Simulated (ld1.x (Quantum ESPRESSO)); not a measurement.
u(r) = r·R(r): atom against pseudo-atom (lutetium)

Columns: radius, all-electron u(r) and pseudo u(r) of the 5d shell (level -2.45 eV) of lutetium in the configuration [Kr] 4d10 4f14 5s2 5p6 5d1 6s1.5 6p0.5; BP86, scalar-relativistic, TM semilocal scheme, ld1.x (Quantum ESPRESSO) 7.5.

```json
{"r (bohr)": "0.125", "all-electron": "0.1568", "pseudo": "0.0014"}
{"r (bohr)": "0.250", "all-electron": "-0.0572", "pseudo": "0.0106"}
{"r (bohr)": "0.375", "all-electron": "-0.2310", "pseudo": "0.0339"}
{"r (bohr)": "0.500", "all-electron": "-0.2056", "pseudo": "0.0749"}
{"r (bohr)": "0.625", "all-electron": "-0.0741", "pseudo": "0.1335"}
{"r (bohr)": "0.750", "all-electron": "0.0824", "pseudo": "0.2062"}
{"r (bohr)": "0.875", "all-electron": "0.2263", "pseudo": "0.2867"}
{"r (bohr)": "1.000", "all-electron": "0.3449", "pseudo": "0.3677"}
{"r (bohr)": "1.125", "all-electron": "0.4366", "pseudo": "0.4419"}
{"r (bohr)": "1.250", "all-electron": "0.5040", "pseudo": "0.5041"}
{"r (bohr)": "1.375", "all-electron": "0.5512", "pseudo": "0.5516"}
{"r (bohr)": "1.500", "all-electron": "0.5821", "pseudo": "0.5841"}
{"r (bohr)": "1.625", "all-electron": "0.6003", "pseudo": "0.6031"}
{"r (bohr)": "1.750", "all-electron": "0.6087", "pseudo": "0.6113"}
{"r (bohr)": "1.875", "all-electron": "0.6097", "pseudo": "0.6115"}
{"r (bohr)": "2.000", "all-electron": "0.6052", "pseudo": "0.6061"}
{"r (bohr)": "2.125", "all-electron": "0.5967", "pseudo": "0.5970"}
{"r (bohr)": "2.250", "all-electron": "0.5852", "pseudo": "0.5853"}
{"r (bohr)": "2.375", "all-electron": "0.5717", "pseudo": "0.5717"}
{"r (bohr)": "2.500", "all-electron": "0.5568", "pseudo": "0.5568"}
{"r (bohr)": "2.625", "all-electron": "0.5410", "pseudo": "0.5410"}
{"r (bohr)": "2.750", "all-electron": "0.5246", "pseudo": "0.5246"}
{"r (bohr)": "2.875", "all-electron": "0.5078", "pseudo": "0.5078"}
{"r (bohr)": "3.000", "all-electron": "0.4909", "pseudo": "0.4909"}
{"r (bohr)": "3.125", "all-electron": "0.4739", "pseudo": "0.4739"}
{"r (bohr)": "3.250", "all-electron": "0.4570", "pseudo": "0.4570"}
```

(1) How many radial nodes do the two functions have?

(2) At about which radius was the pseudo-wave matched?

(3) Is the pseudo-wave norm-conserving?

Answers

(1) The all-electron 5d function has n − l − 1 = 2; the pseudo-wave has 0, since the states of the same l below it are removed with the core.

(2) 2.50 bohr. The columns agree to 0.0005 from 2.12 bohr on; several derivatives are matched, so the curves merge somewhat inside the radius.

(3) Yes: the TM semilocal scheme keeps the norm inside the radius equal to the all-electron one, which fixes the energy derivative of the logarithmic derivative at the level.
